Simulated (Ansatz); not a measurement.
`O[CH](Cl)[Zn][F]`. The species carries charge 0 and has multiplicity 1. The geometry is a stationary point of PBE0-D4/def2-TZVP. It is one conformer, not always the lowest.

```xyz
7

O     0.179   -0.708    1.417
C     0.547   -0.122    0.227
Cl    1.036   -1.381   -1.018
Zn   -0.724    1.002   -0.738
F    -1.867    1.984   -1.623
H    -0.645   -1.190    1.309
H     1.474    0.413    0.426
```

(1) What is the dipole moment at B3LYP/def2-TZVPP? (An estimate is asked.)

(2) And with PBE, r2SCAN, ωB97M-V? (An estimate is asked.)

(3) Give the Mulliken charges with B3LYP, r2SCAN, PBE in def2-TZVPP. (Estimate.)

Results:

(1) The calculation gave: 1.74 D, with components (0.28, -0.48, 1.65) D in this frame, pointing from negative to positive charge.

(2) Ansatz gave: PBE 1.81 D, r2SCAN 1.80 D, ωB97M-V 1.62 D.

(3) Computed: 
| atom | B3LYP | r2SCAN | PBE |
| --- | --- | --- | --- |
| O1 | -0.29 | -0.30 | -0.25 |
| C2 | 0.11 | 0.16 | 0.10 |
| Cl3 | -0.18 | -0.19 | -0.17 |
| Zn4 | 0.50 | 0.50 | 0.40 |
| F5 | -0.48 | -0.47 | -0.42 |
| H6 | 0.20 | 0.21 | 0.20 |
| H7 | 0.14 | 0.10 | 0.14 |

B3LYP here is the variant with VWN-RPA as its local correlation; programs differ in this.
